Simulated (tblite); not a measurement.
Compound: C5H14FPSi.
SMILES with atom numbers: `[CH3:1][C:2]([CH3:3])([CH2:4][F:5])[CH2:6][SiH2:7][PH2:8]` (hydrogens: H9, H10, H11 on C1; H12, H13, H14 on C3; H15, H16 on C4; H17, H18 on C6; H19, H20 on Si7; H21, H22 on P8)

A start from a force field or distance geometry was refined with GFN2-xTB geometry optimisation, gas phase (tblite 0.8.0). Values at the start:

```tsv
coordinate	start
C1–C2	1.497 Å
C1–H9	1.081 Å
C2–C4	1.500 Å
C2–C6	1.473 Å
C4–F5	1.374 Å
C4–H15	1.115 Å
C6–Si7	1.822 Å
C6–H17	1.121 Å
Si7–P8	2.219 Å
Si7–H19	1.476 Å
P8–H21	1.451 Å
C1–C2–C3	106.7°
C1–C2–C4	107.1°
C1–C2–C6	116.7°
C2–C4–F5	109.6°
C2–C6–Si7	119.7°
C3–C2–C4	104.3°
C3–C2–C6	106.0°
C4–C2–C6	115.0°
C1–C2–C4–F5	-179°
C1–C2–C6–Si7	59°
C2–C6–Si7–P8	-68°
```

**Question.** How do these coordinates change at the GFN2-xTB level?

**Answer.** 
```
  coordinate  GFN2-xTB (Å or °)  change
      C6–Si7              1.911  +0.089
      P8–H21              1.383  -0.068
       C2–C6              1.535  +0.062
       C1–C2              1.528  +0.031
       C2–C4              1.531  +0.031
      C6–H17              1.091  -0.030
      Si7–P8              2.247  +0.028
      C4–H15              1.095  -0.020
     Si7–H19              1.466  -0.010
       C1–H9              1.090  +0.009
       C4–F5              1.375  +0.001
    C1–C2–C6              110.8    -5.9
    C3–C2–C4              108.9    +4.6
    C4–C2–C6              110.5    -4.5
    C3–C2–C6              109.0    +3.0
    C1–C2–C3              109.5    +2.8
    C2–C4–F5              111.2    +1.6
    C1–C2–C4              108.1    +1.0
   C2–C6–Si7              118.7    -1.0
C2–C6–Si7–P8                -46     +22
C1–C2–C6–Si7                 75     +16
 C1–C2–C4–F5               -174      +5
```

The energy falls by 29.1 kcal/mol over 203 L-BFGS steps, the largest force on an atom goes from 2.82 to 0.007 eV/Å, and the atoms move by 0.527 Å rms after alignment. The bond that changes most is C6–Si7 (sp3 carbon bound to silicon to SiH2 silicon), which lengthens by 0.089 Å. Bonds longer at the end by more than 0.005 Å: 7 of 21; shorter: 13. Among the dihedrals that turn most is H19–Si7–P8–H22, from 25° to 73°. Rotational constants go from 2260, 770.8, 684.8 to 1941, 851.5, 772.5 MHz.

Its GFN2-xTB frequencies are all real (lowest 40 cm⁻¹). The numbers are those of one conformer. 3 starts were optimised and ended at 0.00, 1.23 and 1.52 kcal/mol (GFN2-xTB); the lowest of these is shown.

The numbers are calculated, not measured.
